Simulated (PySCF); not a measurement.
Compound: C₈H₁₀S.
SMILES: `C1C(=C/SC)/C(=C/C)C=1`

Computed, not measured: PySCF 2.14.0, density-fitted response routines, TDDFT CAM-B3LYP/def2-SVPD, vertical, gas phase, core orbitals frozen in the response. Isolated species at its PBE0-D3(BJ)/def2-SVP geometry (one conformer only). Torsions of this conformer, `[CH3:1]/[CH:2]=[C:3]1[CH:4]=[CH:5][C:6]\1=[CH:7]\[S:8][CH3:9]`: C6–C7–S8–C9 180°.

Each state is given a Gaussian of 0.5 eV full width at half maximum, with ε(max) = 2.175×10⁸ f / Δν̃ (Δν̃ the width in cm⁻¹). The cross-section is σ = 3.8235×10⁻²¹ ε cm², given in Mb (10⁻¹⁸ cm²). The width is an assumption, not a result. The curve ends short of the highest state used, and states not computed would add to its high-energy end.

```tsv
λ (nm)	σ (Mb)
233.5	53.09
236.7	65.17
239.9	72.30
243.1	73.42
246.3	69.24
249.5	61.58
252.6	52.79
255.8	43.98
259.0	36.53
262.2	31.03
265.4	27.69
268.6	26.38
271.8	26.70
275.0	28.04
278.2	29.66
281.4	30.88
284.6	31.16
287.8	30.25
291.0	28.18
294.2	25.16
297.4	21.56
300.5	17.89
303.7	14.21
306.9	10.90
310.1	8.09
313.3	5.82
316.5	4.07
319.7	2.76
322.9	1.83
326.1	1.19
329.3	0.75
332.5	0.47
335.7	0.28
338.9	0.17
342.1	0.10
345.3	0.06
```

(1) Where are the band maxima, and which computed states make them?

(2) Coming from long wavelengths, where does ε first pass 100 L mol⁻¹ cm⁻¹?

(3) On this curve, what absorbance would a 10⁻⁵ mol/L sample give at 308 nm over a 1 cm path?

Results:

(1) 284 nm (4.37 eV), ε about 8200, made up of S1 (95%); 242 nm (5.12 eV), ε about 19000, made up of S2 (11%) and S4 (88%) (ε in L mol⁻¹ cm⁻¹; maxima over ε = 5, shares over 10%). The states used: S1 4.34 eV (f 0.144); S2 4.84 eV (f 0.093); S3 5.15 eV (f 0.0027); S4 5.16 eV (f 0.319); S5 5.53 eV (f 0.0036); S6 5.91 eV (f 0.0077).

(2) At about 334 nm (3.71 eV), 0.63 eV below S1.

(3) 308 nm is 4.025 eV, where ε is about 2600 L mol⁻¹ cm⁻¹, so A = ε c l ≈ 0.026 (Beer–Lambert, with the gas-phase spectrum and the assumed width).

The run took 79 s on an x86-64 server with one thread, no GPU, shared host.
